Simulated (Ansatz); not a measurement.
Species: AlH3S, charge 0, singlet. AlH3S (SMILES [AlH2][SH]).
B3LYP-D3(BJ)/def2-TZVP minimum from Ansatz (a quantum-chemistry and plane-wave program):
```
Al
H 1 1.5724
H 1 1.5742 2 124.52
S 1 2.1895 2 116.28 3 180.00
H 4 1.3446 1 94.58 2 -180.00
```

Hartree-Fock and MP2 correlation energies in hartree (Ansatz). Radicals and triplets start from unrestricted determinants; spin-orbit coupling is neglected. Correlated methods leave the cores frozen. No relativity.

| basis | X | E(HF) | E(corr, MP2) |
|---|---|---|---|
| cc-pV(T+d)Z | 3 | -641.26072 | -0.26254 |
| cc-pV(Q+d)Z | 4 | -641.26696 | -0.28424 |
| cc-pV(5+d)Z | 5 | -641.26814 | withheld |

Fit E(corr) = E∞ + A/X³ to X = 3 and 4, predict X = 5, and compare with the run.

A = (-0.26254 - (-0.28424))/(1/27 - 1/64) = 1.0134; E∞ = -0.28424 - A/64 = -0.30008; at X = 5, E∞ + A/125 = -0.29197. The run gave -0.29331, 1.34 mEh below the prediction. The same form on X = 4 and 5 gives E∞ = -0.30283, 2.75 mEh below the first estimate.
